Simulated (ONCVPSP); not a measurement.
**Configuration tests for F (ONCV)**

F (Z = 9), optimised norm-conserving Vanderbilt (ONCV), made with ONCVPSP 4.0.1 (LDA (Perdew-Zunger), scalar-relativistic). Core [He], reference 2s1.5 2p5.5. Waves: 2s: rc 0.70 bohr, ncon 5, nbas 8, qcut 8.4 1/bohr, 2 projectors, debl 3.1 Ha; 2p: rc 1.55 bohr, ncon 4, nbas 7, qcut 10.5 1/bohr, 2 projectors, debl 0.5 Ha; d scattering state at 0.13 Ha: rc 1.60 bohr, ncon 4, nbas 7, qcut 5.9 1/bohr, 2 projectors, debl 2.2 Ha. Local part: polynomial inside 0.65 bohr (lpopt 4, dvloc0 -1 Ha). Core correction: Teter function, fcfact 5.5, rcfact 1.45.

Energies are relative to the spin-unpolarised reference configuration 2s1.5 2p5.5; without spin polarisation the order of configurations can differ from experiment.

| valence configuration | charge | ΔE all-electron (eV) | error AE − PS (meV) |
| --- | --- | --- | --- |
| 2s2 2p5 | 0 | -9.186 | +6.5 |
| 2s2 2p3 | +2 | 48.882 | +449 |

(1) What are ΔE and the potential's error for 2s2 2p4?

(2) What are ΔE and the potential's error for 2s2 2p1?

Levels in the configuration 2s2 2p3:

```csv
level,all-electron (eV),pseudo (eV)
2s,-67.606,-67.429
2p,-49.113,-48.531
```

Answers

(1) ΔE = 10.369 eV all-electron; the error (AE − PS) is +96 meV.

(2) ΔE = 195.481 eV all-electron; the error (AE − PS) is +3401 meV.
